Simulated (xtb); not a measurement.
CH5S, charge +1, singlet, from a rough starting geometry; xtb with GFN2-xTB.

Input for xtb:
```
$ xtb mol.xyz --gfn 2 --chrg 1 --opt vtight --json

# file mol.xyz
7

C     -0.70531527    -0.11419038     0.01565856
S      1.00485726     0.07616510    -0.62165519
H     -1.36270967     0.57801622    -0.60299167
H     -1.01400722    -1.20183963    -0.26413532
H     -0.83161106     0.00689711     1.05902679
H      1.25477079     1.26064609    -0.00213146
H      1.56092572    -0.67222901     0.34661609
```

Question: What does xtb print? Leave out banner, timings and long lists.

Answer: 
```
   ID    Z sym.   atoms
    1    6 C      1
    2   16 S      2
    3    1 H      3-7

           -------------------------------------------------
          |                Calculation Setup                |
           -------------------------------------------------

           -------------------------------------------------
          |                 G F N 2 - x T B                 |
           -------------------------------------------------

          ...................................................
          :                      SETUP                      :
          :.................................................:
          :  # basis functions                  19          :
          :  # atomic orbitals                  18          :
          :  # shells                           10          :
          :  # electrons                        14          :
          :  max. iterations                   250          :
          :  Hamiltonian                  GFN2-xTB          :
          :  restarted?                      false          :
          :  GBSA solvation                  false          :
          :  PC potential                    false          :
          :  electronic temp.          300.0000000     K    :
          :  accuracy                    1.0000000          :
          :  -> integral cutoff          0.2500000E+02      :
          :  -> integral neglect         0.1000000E-07      :
          :  -> SCF convergence          0.1000000E-05 Eh   :
          :  -> wf. convergence          0.1000000E-03 e    :
          :  Broyden damping             0.4000000          :
          :  net charge                          1          :
          :  unpaired electrons                  0          :
          ...................................................

 iter      E             dE          RMSdq      gap      omega  full diag
   1     -7.4990742 -0.749907E+01  0.388E+00    6.72       0.0  T
   2     -7.5091598 -0.100855E-01  0.202E+00    6.51       1.0  T
   3     -7.5103047 -0.114487E-02  0.107E+00    6.37       1.0  T
   4     -7.5104482 -0.143548E-03  0.375E-01    6.19       1.0  T
   5     -7.5105009 -0.527152E-04  0.594E-02    6.23       1.0  T
   6     -7.5105016 -0.661320E-06  0.124E-02    6.23       3.0  T
   7     -7.5105016 -0.164583E-07  0.479E-03    6.23       7.9  T
   8     -7.5105016 -0.460380E-08  0.853E-04    6.23      44.3  T
   9     -7.5105016 -0.164238E-09  0.266E-04    6.23     142.2  T

   *** convergence criteria satisfied after 9 iterations ***

         :::::::::::::::::::::::::::::::::::::::::::::::::::::
         ::                     SUMMARY                     ::
         :::::::::::::::::::::::::::::::::::::::::::::::::::::
         :: total energy              -7.445153761872 Eh    ::
         :: gradient norm              0.078226050688 Eh/a0 ::
         :: HOMO-LUMO gap              6.231362741813 eV    ::
         ::.................................................::
         :: SCC energy                -7.510501408885 Eh    ::
         :: -> isotropic ES            0.119278190371 Eh    ::
         :: -> anisotropic ES         -0.004887161197 Eh    ::
         :: -> anisotropic XC          0.005599146622 Eh    ::
         :: -> dispersion             -0.001727814195 Eh    ::
         :: repulsion energy           0.065347647012 Eh    ::
         :: add. restraining           0.000000000000 Eh    ::
         :: total charge               1.000000000000 e     ::
         :::::::::::::::::::::::::::::::::::::::::::::::::::::

      -----------------------------------------------------------
     |                   =====================                   |
     |                        A N C O P T                        |
     |                   =====================                   |
     |               Approximate Normal Coordinate               |
     |                Rational Function Optimizer                |
[...]
 * total energy  :    -7.4451538 Eh     change       -0.9717738E-10 Eh
 * total energy  :    -7.4506556 Eh     change       -0.5501820E-02 Eh
 * total energy  :    -7.4510058 Eh     change       -0.3502526E-03 Eh
 * total energy  :    -7.4510883 Eh     change       -0.8243014E-04 Eh
 * total energy  :    -7.4510887 Eh     change       -0.4575853E-06 Eh
 * total energy  :    -7.4510900 Eh     change       -0.1287343E-05 Eh
 * total energy  :    -7.4510901 Eh     change       -0.4438105E-07 Eh
   *** GEOMETRY OPTIMIZATION CONVERGED AFTER 7 ITERATIONS ***
         :: total energy              -7.451090053922 Eh    ::
[...]

    * Orbital Energies and Occupations

         #    Occupation            Energy/Eh            Energy/eV
      -------------------------------------------------------------
         1        2.0000           -0.9924664             -27.0064
         2        2.0000           -0.8237068             -22.4142
         3        2.0000           -0.7594109             -20.6646
         4        2.0000           -0.7517595             -20.4564
         5        2.0000           -0.7153591             -19.4659
         6        2.0000           -0.6926854             -18.8489
         7        2.0000           -0.6857546             -18.6603 (HOMO)
         8                         -0.4477953             -12.1851 (LUMO)
         9                         -0.4399843             -11.9726
        10                         -0.2841723              -7.7327
        11                         -0.2743780              -7.4662
        12                         -0.2559604              -6.9650
        13                         -0.1993266              -5.4240
        14                         -0.0483356              -1.3153
        15                          0.0067706               0.1842
        16                          0.0222696               0.6060
        17                          0.2132292               5.8023
        18                          0.3286118               8.9420
      -------------------------------------------------------------
                  HL-Gap            0.2379593 Eh            6.4752 eV
             Fermi-level           -0.5667750 Eh          -15.4227 eV

     #   Z          covCN         q      C6AA      α(0)
     1   6 C        3.743    -0.135    23.166     6.866
     2  16 S        2.811     0.288   129.872    19.181
     3   1 H        0.925     0.140     1.462     1.891
     4   1 H        0.925     0.140     1.462     1.891
     5   1 H        0.925     0.133     1.510     1.922
     6   1 H        0.921     0.217     1.017     1.577
     7   1 H        0.921     0.217     1.017     1.577

 Mol. C6AA /au·bohr⁶  :        476.471089
 Mol. C8AA /au·bohr⁸  :      15646.241552
 Mol. α(0) /au        :         34.904066

Wiberg/Mayer (AO) data.
largest (>0.10) Wiberg bond orders for each atom

 ---------------------------------------------------------------------------
     #   Z sym  total        # sym  WBO       # sym  WBO       # sym  WBO
 ---------------------------------------------------------------------------
     1   6 C    3.904 --     2 S    1.006     5 H    0.966     3 H    0.960
                             4 H    0.960
     2  16 S    2.922 --     1 C    1.006     6 H    0.937     7 H    0.937
     3   1 H    0.980 --     1 C    0.960
     4   1 H    0.980 --     1 C    0.960
     5   1 H    0.982 --     1 C    0.966
     6   1 H    0.953 --     2 S    0.937
     7   1 H    0.953 --     2 S    0.937
 ---------------------------------------------------------------------------

Topologies differ in total number of bonds
Writing topology from bond orders to xtbtopo.mol

molecular dipole:
                 x           y           z       tot (Debye)
 q only:        1.054       0.163      -0.134
   full:        1.062       0.187      -0.004       2.742
molecular quadrupole (traceless):
                xx          xy          yy          xz          yz          zz
 q only:        3.930       0.930      -1.093      -0.070      -0.302      -2.837
  q+dip:        2.936       0.769      -0.226       0.987      -0.243      -2.710
   full:        3.437       0.864      -0.345       0.866      -0.311      -3.091

optimized geometry written to: xtbopt.xyz

           -------------------------------------------------
          | TOTAL ENERGY               -7.451090053922 Eh   |
          | GRADIENT NORM               0.000074087317 Eh/α |
          | HOMO-LUMO GAP               6.475201596971 eV   |
           -------------------------------------------------

normal termination of xtb
```
